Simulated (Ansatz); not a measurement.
One change: `[SeH]C1BO1` becomes `[SeH][SiH]1BO1`.

Ansatz, PBE0-D4/def2-TZVP geometries, multiplicity 1. Each molecule was computed in one conformer, which needn't be the lowest.

Scalar relativity is left out up to krypton.

```tsv
property	`[SeH]C1BO1`
HOMO–LUMO gap (PBE0/def2-TZVPP) / eV	6.12
size of the dipole moment (ωB97M-V/def2-TZVPP) / D	1.55
HOMO energy (PBE/def2-TZVPP) / eV	-5.83
HOMO–LUMO gap (PBE/def2-TZVPP) / eV	4.00
zero-point energy (PBE0-D4/def2-TZVP) / kJ/mol	106.3
ideal-gas entropy at 298 K and 1 bar (rigid rotor, harmonic PBE0-D4/def2-TZVP) / J/(mol·K)	303
```

(1) Give the same properties after the change, and the shifts. (Estimate.)

Answers

(1) Ansatz gave: 
```
                                                                                  property  `[SeH][SiH]1BO1`  shift
                                                      HOMO–LUMO gap (PBE0/def2-TZVPP) / eV              5.80  -0.32
                                        size of the dipole moment (ωB97M-V/def2-TZVPP) / D              1.12  -0.43
                                                         HOMO energy (PBE/def2-TZVPP) / eV             -5.94  -0.11
                                                       HOMO–LUMO gap (PBE/def2-TZVPP) / eV              3.69  -0.31
                                            zero-point energy (PBE0-D4/def2-TZVP) / kJ/mol              88.4  -17.9
ideal-gas entropy at 298 K and 1 bar (rigid rotor, harmonic PBE0-D4/def2-TZVP) / J/(mol·K)               323     20
```

With PBE0 the HOMO falls by 0.11 eV and the LUMO falls by 0.42 eV, so the gap narrows by about 0.31 eV. PBE moves the HOMO by -0.11 eV and ωB97M-V by -0.03 eV. Dipoles are sizes alone; their direction can turn.

Spin–orbit coupling is left out; it splits and shifts lone-pair levels of the heavy atoms by tenths of an eV.
